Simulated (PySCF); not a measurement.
# A thermochemical cycle for CdP

PBE0 in PySCF with def2-SVPD on every atom (core potentials on Cd), for the lowest determinant that a PBE0 search found; no spin–orbit coupling. CdP, a quartet (σ ↑, π ↑↑), has De = 0.34 eV to neutral atoms, and CdP⁺, a triplet (π ↑↑), has De = 1.74 eV to Cd⁺ + P.

The adiabatic ionisation energy of CdP, between the minima, is 7.40 eV.

**Question.** Which ionisation energy of the Cd atom does this level give?

**Answer.** IE(Cd) = IE(molecule) + De(ion) − De(neutral) = 7.40 + 1.74 − 0.34 = 8.80 eV; the measured value is 8.994 eV (NIST ASD).

Weak bonds: CdP. Basis-set superposition, not corrected here, can be much of De in a small basis, most of all at correlated wavefunction levels. Spin–orbit coupling is left out. For an ion De counts to the pair picked by the measured ionisation energies or electron affinities, which need not be the lowest pair at this level. States were picked by a PBE0 search and need not be the measured ground states.
